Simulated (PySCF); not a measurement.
## C$_{5}$H$_{4}$O$_{2}$: full NMR table

- Formula: C5H4O2
- SMILES: O=Cc1ccoc1
- Degrees of unsaturation: 4
- Carbon signals: 5
- Proton signals: 4

Mapped SMILES: `[O:1]=[CH:2][c:3]1[cH:4][cH:5][o:6][cH:7]1`. Hydrogens are named by the atom that carries them.

Computed data (PySCF 2.14.0 with density-fitted response routines): PBE0-D3(BJ)/def2-TZVP structure, GIAO B97-2/pcSseg-2 shieldings. A single conformation, isolated molecule, non-relativistic Hamiltonian.

Scale: 1H (σref 31.64), 13C (σref 185.38) against TMS; 17O (σref 327.66) vs H2O (reference shieldings calculated alike).

```tsv
carbon	δC, type	δH (multiplicity)	HMBC from (2–3 bonds)	span of the C tensor (ppm)
C2	191.0, CH	10.30 (s)	H(C7), H(C4)	188
C3	134.4, C	–	H(C2), H(C7), H(C5), H(C4)	156
C4	117.1, CH	6.94 (m)	H(C2), H(C7), H(C5)	180
C5	149.7, CH	7.56 (m)	H(C7), H(C4)	144
C7	153.5, CH	8.30 (m)	H(C2), H(C5), H(C4)	153
```

Other nuclei:
| atoms | nucleus | environment | δ (ppm) | σ (ppm) |
| --- | --- | --- | --- | --- |
| O1 | 17O | aldehyde oxygen | 626.2 | -298.5 |
| O6 | 17O | aromatic ring oxygen | 304.7 | 23.0 |

1. Carbon types of the structure: 1 × C, 4 × CH, which accounts for all hydrogens.
2. δC 191.0: aldehyde carbonyl carbon; low-lying n→π* states of the double bond to the heteroatom give a large paramagnetic term (-252 ppm).
3. δC 153.5, 149.7: aromatic CH next to the ring oxygen.
4. δC 134.4: substituted aromatic carbon.
5. δC 117.1: aromatic CH.
6. δH 10.30: hydrogen on an aldehyde carbonyl carbon; the C=O anisotropy and electron withdrawal place aldehyde protons far downfield.

Shifts are as computed. Against solution values, carbons near 30 ppm lie about +3 ppm off and those near 130 ppm about +7 ppm. Of 1211 compounds with measured shifts, 218 miss one by over three times the rms of a fit or turn the order of signals round; such compounds aren't used in these exercises. Unscaled 17O shifts of doubly bonded oxygen tend to come out too high, by tens of ppm or more. Experimental scales use liquid or dissolved standards, which lie at an offset from isolated H2O (liquid H2O: subtract about 36 ppm). No couplings were computed; multiplicities are counted from neighbouring protons, with m where these are inequivalent, close in shift, in a saturated or five-membered ring or joined by F or P, and br s for small geminal =CH2 splittings.
